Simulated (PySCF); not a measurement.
Species: C2H7NSi2.
InChI=1S/C2H7NSi2/c1-2-4-5-3/h1H,3-5H2

Torsions of this conformer, `[CH:1]#[C:2][SiH2:3][SiH2:4][NH2:5]`: C2–Si3–Si4–N5 -31°, H–N5–Si4–Si3 -177°, H–N5–Si4–Si3 43°.

The closed-shell ground state was solved at several levels (PySCF, density fitting, gas phase, non-relativistic). The structure is a single GFN2-xTB conformer in the gas phase; no vibrational or solvent corrections.

```csv
level,basis functions,total energy (Eh),HOMO (eV),LUMO (eV),gap (eV),dipole (D)
CAM-B3LYP/def2-SVPD,164,-713.7773,-8.78,0.45,9.23,1.32
PBE0/def2-SVPD,164,-713.4322,-7.38,-0.58,6.80,1.35
```

Question: Estimate the row for PBE0/pcSseg-1, a basis of 134 functions; the other rows only guide the guess.

Answer: Total energy -713.6663 Eh, HOMO -7.30 eV, LUMO -0.52 eV, gap 6.78 eV, dipole 1.43 D.

Question: Over all these levels, which gives the widest orbital gap and which the narrowest?

Answer: CAM-B3LYP/def2-SVPD (range-separated hybrid) has the widest, 9.23 eV, and PBE0/pcSseg-1 (global hybrid, 25 % exact exchange) the narrowest, 6.78 eV. Functional and basis both differ between the two, so the spread mixes both effects.

Question: How far do the dipole and the HOMO energy spread over the levels?

Answer: The dipole runs from 1.32 to 1.43 D (mean 1.37 D) and the HOMO from -8.78 to -7.30 eV.
